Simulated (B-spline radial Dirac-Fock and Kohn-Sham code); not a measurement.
## Binding energies of Xe⁺ in different valence configurations

Level of theory: Dirac-Fock ΔSCF + Breit + QED; a radial finite-basis atomic code. Correlation energy is missing from these numbers.

Reference: the tabulated ground configuration [Kr] 4d10 5s2 5p5, with 1s 34574.6 eV, 2p1/2 5118.6 eV, 2p3/2 4798.2 eV, 3d3/2 700.1 eV, 4d5/2 77.30 eV, 5s 35.48 eV, Kα1 29776.4 eV, Kβ1 33620.3 eV, Lα1 4110.7 eV, Lβ2 4720.9 eV.

Shifts from the reference in eV.

```
    configuration  average energy     1s  2p1/2  2p3/2  3d3/2  4d5/2     5s    Kα1    Kβ1    Lα1    Lβ2
[Kr] 4d10 5s1 5p6          +14.77  +1.61  +1.68  +1.67  +1.69  +1.54  +2.36  -0.07  -0.08  -0.02  +0.13
```

Values without a named source are computed, but for edge energies of neutral atoms, which are taken from tables.
